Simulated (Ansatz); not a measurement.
## Ligand exchange: SiH3(SiH3) + C2H8GeO3 → SiH2(OH)(SiH3) + C2H8GeO2

Species: SiH3(SiH3) (disilane), singlet; C2H8GeO3 `C[CH2][Ge]([OH])([OH])[OH]`, singlet; SiH2(OH)(SiH3) (disilanol), singlet; C2H8GeO2 `C[CH2][GeH]([OH])[OH]`, singlet. The partners trade H for OH: Si–H and Ge–OH bonds give way to Si–OH and Ge–H.

Shapes, held fixed at every level: PBE0-D4/def2-TZVP. Flexible molecules stand in one conformer, not always the lowest. Programs: Ansatz 0.2.0. Electronic energies: no zero-point or thermal term.

```json
{"level": "HF/def2-TZVPP", "kind": "Hartree–Fock", "ΔE (kJ/mol)": "-18.9"}
{"level": "PBE-D4/def2-TZVPP", "kind": "GGA", "ΔE (kJ/mol)": "-14.7"}
{"level": "B3LYP-D4/def2-TZVPP", "kind": "global hybrid", "ΔE (kJ/mol)": "-17.9"}
{"level": "wB97M-V/def2-TZVPP", "kind": "range-separated hybrid", "ΔE (kJ/mol)": "-16.6"}
{"level": "wB97X-V/def2-TZVPP", "kind": "range-separated hybrid", "ΔE (kJ/mol)": "-14.5"}
{"level": "B2PLYP/def2-TZVPP", "kind": "double hybrid", "ΔE (kJ/mol)": "-17.6"}
{"level": "MP2/def2-TZVPP", "kind": "perturbation theory", "ΔE (kJ/mol)": "-13.7"}
```

MP2/def2-TZVPP gives ΔE = -13.7 kJ/mol; the levels span -18.9 to -13.7. The median of the levels is -16.6. No measured value is set beside it here. Relativity is left out for Ge. Outer-core shells of Ge are correlated, in sets that cover them unevenly.
